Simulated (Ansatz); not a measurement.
Correlation energies of H₆O₄SSi₂, SMILES `O[SiH2]S[Si](O)(O)O` by basis set

| atom | x (Å) | y (Å) | z (Å) |
| --- | --- | --- | --- |
| O1 | 0.456 | -1.607 | 1.018 |
| Si2 | -0.879 | -0.851 | 1.623 |
| S3 | -1.495 | 0.748 | 0.340 |
| Si4 | 0.278 | 0.808 | -0.858 |
| O5 | 0.131 | 2.050 | -1.893 |
| O6 | 0.394 | -0.580 | -1.729 |
| O7 | 1.636 | 0.958 | 0.016 |
| H8 | 0.433 | -1.843 | 0.083 |
| H9 | -2.039 | -1.766 | 1.758 |
| H10 | -0.462 | -0.345 | 2.949 |
| H11 | 0.012 | 2.930 | -1.535 |
| H12 | -0.293 | -0.728 | -2.382 |
| H13 | 1.828 | 0.226 | 0.611 |

Total charge 0; spin multiplicity 1. The structure was optimised at the PBE0-D4/def2-TZVP level. It is one conformer, not always the lowest. Frozen core, restricted reference, Ansatz. CBS rows extrapolate triple and quadruple zeta; past MP2 they add the triple-zeta difference.

| basis | HF (Eh) | MP2 corr. | CCSD corr. | (T) | CCSD(T) total |
| --- | --- | --- | --- | --- | --- |
| def2-TZVPP | -1278.80887 | -1.37423 | -1.41075 | -0.05427 | -1280.27389 |
| def2-QZVPP | -1278.85342 | -1.48968 | – | – | – |
| CBS(def2) | -1278.85956 | -1.57520 | -1.61173 | as TZ | -1280.52556 |
